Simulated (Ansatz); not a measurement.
`C=C[SiH2][AlH2]` + H₂O → `O[SiH2][AlH2]` + `C=C`  (formal hydrolysis of the Si–C bond)

Program: Ansatz. Geometries: PBE0-D4/def2-TZVP. ΔE: electronic, gas phase. CCSD(T)/CBS is the MP2 limit (def2-TZVPP, def2-QZVPP) plus CCSD(T) − MP2 in def2-TZVPP, frozen cores. This one scheme is used for every species. Functionals use def2-TZVPP. One conformer a species, not always the lowest.

`C=C[SiH2][AlH2]`:

Z-matrix (Å, degrees):
```
Si
C 1 1.867
Al 1 2.461 2 111.4
H 1 1.492 2 108.1 3 -123.9
H 1 1.497 2 109.3 3 119.7
C 2 1.331 1 123.9 3 115.5
H 2 1.090 1 118.1 3 -62.2
H 3 1.591 1 119.7 2 36.5
H 3 1.590 1 121.9 2 -143.9
H 6 1.087 2 121.8 1 2.2
H 6 1.087 2 122.1 1 -178.1
```

H₂O:

Z-matrix (Å, degrees):
```
O
H 1 0.960
H 1 0.960 2 105.1
```

`O[SiH2][AlH2]`:

Cartesian coordinates in Å:
```
O 0.157 -0.086 -1.851
Si 0.274 -0.651 -0.294
Al -0.511 1.091 1.253
H 0.436 -0.678 -2.552
H -0.517 -1.914 -0.135
H 1.686 -1.051 0.013
H -0.510 0.777 2.813
H -1.015 2.511 0.753
```

`C=C`:

Cartesian coordinates in Å:
```
C 0.653 0.071 -0.074
C -0.654 -0.071 0.073
H 1.145 1.024 0.090
H 1.288 -0.760 -0.364
H -1.145 -1.024 -0.090
H -1.288 0.760 0.364
```

Question: Is it downhill or uphill in electronic energy at CCSD(T)/CBS, and by how much? (Estimate.)

Answer: Ansatz gave: Downhill: ΔE = -73.6 kJ/mol.

Question: What do these levels give: LDA (SPW92), B97M-V, r2SCANh-D4, BHLYP-D4, ωB97M-V, B2PLYP, PBE-QIDH, BHLYP, CAM-B3LYP, HF/def2-SVP, HF/def2-TZVPP, CCSD/def2-TZVPP? (Best estimate.)

Answer: Computed: LDA (SPW92) -66.6, B97M-V -78.3, r2SCANh-D4 -74.9, BHLYP-D4 -83.4, ωB97M-V -77.7, B2PLYP -82.0, PBE-QIDH -73.5, BHLYP -89.4, CAM-B3LYP -87.7, HF/def2-SVP -84.8, HF/def2-TZVPP -97.4, CCSD/def2-TZVPP -78.7 kJ/mol.

Question: What do rigid-rotor, harmonic-oscillator terms from PBE0-D4/def2-TZVP frequencies (298.15 K, 1 bar) make of the CCSD(T)/CBS value? (Best estimate.)

Answer: Ansatz gave: ΔZPE = +3.4 kJ/mol, ΔH = -72.9 kJ/mol, ΔS = -4 J/(mol·K), ΔG = -71.8 kJ/mol. Modes under 50 cm⁻¹ make the entropy rough.

Largest T1 diagnostic among the species: 0.012.

Leaving LDA and LC-ωPBE aside and taking each functional with its dispersion term where it has one, the values, not all of them listed here, spread over 21.7 kJ/mol, from CAM-B3LYP-D4 to revPBE-D4. In def2-TZVPP, CCSD(T) changes the Hartree–Fock value by +22.4 kJ/mol (the triples alone add +3.8 kJ/mol) and MP2 by +23.4 kJ/mol. At CCSD(T), def2-SVP lies +4.9 kJ/mol from the extrapolated value and def2-TZVPP −1.3 kJ/mol.
